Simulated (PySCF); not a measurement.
Structure from 2D NMR

Compound of formula C8H13OP. Correlations simulated from computed shifts and the bond graph:

HSQC (one-bond C–H):
```csv
δH,δC
6.50,138.2
6.36,138.2
2.23,96.5
2.02,20.0
1.69,34.2
1.49,16.5
1.06,14.9
```

COSY cross peaks (H two or three bonds apart, from the bond graph; peaks can be absent where the dihedral angle is near 90°):
```csv
δH,δH
6.50,6.36
1.69,1.49
1.69,1.06
```

HMBC (two and three bonds, from the bond graph):
```csv
δH,δC
6.50,"147.6, 20.0"
6.36,"147.6, 20.0"
2.23,85.9
2.02,"147.6, 138.2"
1.69,"147.6, 85.9, 16.5, 14.9"
1.49,"34.2, 14.9"
1.06,"34.2, 16.5"
```

Carbons without hydrogens: δ 147.6, 85.9.

- NMR shieldings at PBE0/pcSseg-1/GIAO
- GFN2-xTB geometry
- code: PySCF 2.14
- averaged over atoms made equivalent by symmetry, fast rotation or ring inversion, a single conformation, isolated molecule, relativity neglected

References, each an isolated molecule treated in the same way: $^{1}$H (σref 31.72) and $^{13}$C (σref 186.93) against TMS.

Exchangeable hydrogens are left out of these lists.

Task: Work out the connectivity.

Result: SMILES C#C[P@](=O)(C(=C)C)C(C)C.

Atom-mapped SMILES (the numbers label the heavy atoms): `[CH:1]#[C:2][P@:3](=[O:4])([C:5](=[CH2:6])[CH3:7])[CH:8]([CH3:9])[CH3:10]`. Each H is labelled by its parent atom. Ha(C6) is cis to P3; Hb(C6) is trans to P3.

δC 147.6 is C5, a fully substituted alkene carbon. δC 138.2 is C6, a terminal =CH2 carbon (δH 6.50, 6.36). δC 96.5 is C1, a terminal alkyne carbon (δH 2.23). δC 85.9 is C2, an alkyne carbon. δC 34.2 is C8, an sp3 CH bonded to P (δH 1.69). δC 20.0 is C7, an allylic methyl carbon (δH 2.02). δC 16.5 is C10, a methyl carbon (δH 1.49). δC 14.9 is C9, a methyl carbon (δH 1.06). HMBC from δH 6.50 reaches the proton-free carbon C5. HMBC from δH 6.36 reaches the proton-free carbon C5. HMBC from δH 2.23 reaches the proton-free carbon C2. HMBC from δH 2.02 reaches the proton-free carbon C5. COSY links 6.50–6.36, 1.69–1.49, 1.69–1.06.

The data come from this structure; uniqueness wasn't tested.

Shifts are as computed. Against solution values, carbons near 30 ppm lie about +3 ppm off and those near 130 ppm about +5 ppm. Of 1211 compounds with measured shifts, 218 miss one by over three times the rms of a fit or turn the order of signals round; such compounds aren't used in these exercises.
